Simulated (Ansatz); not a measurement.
Basis sets compared for the cluster InF3 (the lowest singlet isomer of a short search). Charge 0, multiplicity 1. Geometry r2SCAN-D4/def2-TZVP. Ansatz on 4 threads of Arm Neoverse V1 on a shared host; times are rough, and most runs start from earlier orbitals.

```xyz
4

In    0.000   -0.001   -0.002
F    -0.894    0.613   -1.590
F     0.870   -1.715    0.018
F     0.024    1.103    1.574
```

In the def2 sets In takes a core potential; there is no spin–orbit coupling. The structure comes from a short search, and lower isomers may exist.

Binding counts from free atoms (In doublet, F doublet) in the same basis, without a counterpoise term.

```json
{"level": "PBE-D4/def2-SVP", "functions": "68", "energy (Eh)": "-489.2033", "HOMO (eV)": "-8.80", "LUMO (eV)": "-4.15", "binding per atom (eV)": "3.21", "wall time": "0.4 s"}
{"level": "PBE-D4/def2-TZVP", "functions": "143", "energy (Eh)": "-489.6052", "HOMO (eV)": "-9.18", "LUMO (eV)": "-4.40", "binding per atom (eV)": "3.27", "wall time": "0.75 s"}
{"level": "r2SCAN-D4/def2-TZVP", "functions": "143", "energy (Eh)": "-489.8303", "HOMO (eV)": "-9.62", "LUMO (eV)": "-4.17", "binding per atom (eV)": "3.17", "wall time": "1.5 s"}
{"level": "PBE0-D4/def2-SVP", "functions": "68", "energy (Eh)": "-489.1940", "HOMO (eV)": "-10.86", "LUMO (eV)": "-3.27", "binding per atom (eV)": "2.98", "wall time": "0.55 s"}
{"level": "PBE0-D4/def2-TZVP (with forces)", "functions": "143", "energy (Eh)": "-489.5924", "HOMO (eV)": "-11.15", "LUMO (eV)": "-3.46", "binding per atom (eV)": "3.06", "wall time": "1.2 s"}
```

Problem. Estimate the rows for PBE-D4/def2-TZVPD, r2SCAN-D4/def2-TZVPD, PBE0-D4/def2-TZVPD.

Solution. 
```csv
level,functions,energy (Eh),HOMO (eV),LUMO (eV),binding per atom (eV),wall time
PBE-D4/def2-TZVPD,176,-489.6089,-9.27,-4.49,3.27,1.1 s
r2SCAN-D4/def2-TZVPD,176,-489.8333,-9.68,-4.22,3.17,2 s
PBE0-D4/def2-TZVPD,176,-489.5955,-11.21,-3.54,3.06,1.4 s
```
